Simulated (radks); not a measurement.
All-electron atom: neutral cadmium in [Kr] 4d10 5s2 (the NIST ground configuration). Method: scalar-relativistic Kohn-Sham, PBEsol, spin-polarised, spherical densities, point nucleus; computed with a radial shooting solver on a logarithmic mesh with Libxc functionals.

Unscreened Slater integrals over Kohn-Sham orbitals (cm^-1). They are taken over the spin-up orbitals.

\begin{tabular}{lr}
integral & value \\ \hline
F0(5s,5s) & 69017 \\
F0(5s,4d) & 86095 \\
G2(5s,4d) & 12938 \\
F0(5s,4p) & 88807 \\
G1(5s,4p) & 4620.6 \\
F0(5s,4s) & 89396 \\
G0(5s,4s) & 3020.6 \\
F0(4d,4d) & 155360 \\
F2(4d,4d) & 76140 \\
F4(4d,4d) & 49452 \\
F0(4d,4p) & 175920 \\
F2(4d,4p) & 85757 \\
G1(4d,4p) & 107820 \\
G3(4d,4p) & 65714 \\
F0(4d,4s) & 181410 \\
G2(4d,4s) & 79274 \\
F0(4p,4p) & 205760 \\
F2(4p,4p) & 107620 \\
F0(4p,4s) & 214430 \\
G1(4p,4s) & 145350 \\
F0(4s,4s) & 224410 \\
\end{tabular}
